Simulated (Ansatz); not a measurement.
Reaction (substitution at a C–Se bond): `[SiH3]CC[SeH]` + H–F → `FCC[SiH3]` + H₂Se

Isolated molecules relaxed with PBE0-D4/def2-TZVP in Ansatz; ΔE leaves out vibrations. CCSD(T)/CBS is the MP2 limit (def2-TZVPP, def2-QZVPP) plus CCSD(T) − MP2 in def2-TZVPP, frozen cores. This one scheme is used for every species. Functionals use def2-TZVPP. For Se outer-core shells are correlated without core-valence functions, which leaves a few kJ/mol of doubt a bond. Scalar relativity is left out up to krypton. Each species was taken in one conformer, which may not be the lowest.

`[SiH3]CC[SeH]`:

```xyz
12

Si   -1.124    0.423   -1.347
C    -0.446    0.015    0.362
C     1.069   -0.004    0.398
Se    1.839   -0.351    2.170
H    -0.669   -0.591   -2.337
H    -2.611    0.438   -1.326
H    -0.634    1.758   -1.787
H    -0.834    0.745    1.079
H    -0.847   -0.957    0.667
H     1.486   -0.740   -0.290
H     1.488    0.968    0.126
H     1.283   -1.706    2.284
```

H–F:

```xyz
2

F    -0.045    0.171   -0.424
H     0.045   -0.171    0.424
```

`FCC[SiH3]`:

Cartesian coordinates in Å:
```
F 0.155 0.317 1.987
C 0.435 1.052 0.844
C 0.623 0.130 -0.336
Si -0.815 -1.056 -0.621
H -0.403 1.737 0.684
H 1.335 1.640 1.053
H 0.743 0.741 -1.238
H 1.546 -0.446 -0.223
H -0.882 -2.106 0.425
H -2.094 -0.295 -0.631
H -0.642 -1.714 -1.944
```

H₂Se:

```xyz
3

Se    0.684   -0.021   -0.020
H    -0.367    0.208   -1.018
H    -0.317   -0.188    1.039
```

Is it downhill or uphill in electronic energy at CCSD(T)/CBS, and by how much? (An estimate is asked.)

The calculation gave: Uphill: ΔE = +0.43 eV.

What do these levels give: ωB97X-V, B2PLYP, PBE, PBE0, MP2/def2-TZVPP, MP2/CBS(def2)? (An estimate is asked.)

Computed: ωB97X-V 0.23, B2PLYP 0.29, PBE 0.28, PBE0 0.29, MP2/def2-TZVPP 0.53, MP2/CBS(def2) 0.58 eV.

Largest T1 diagnostic among the species: 0.011.

The D4 term adds +0.10 eV with B3LYP and +0.05 eV with PBE0; it sums over pairs of atoms, weighted by their polarisabilities, and B3LYP, whose exchange is more repulsive, gets the larger term. In def2-TZVPP, CCSD(T) changes the Hartree–Fock value by +0.30 eV (the triples alone add +0.04 eV) and MP2 by +0.45 eV.

B3LYP here is the variant with VWN-RPA as its local correlation; programs differ in this.
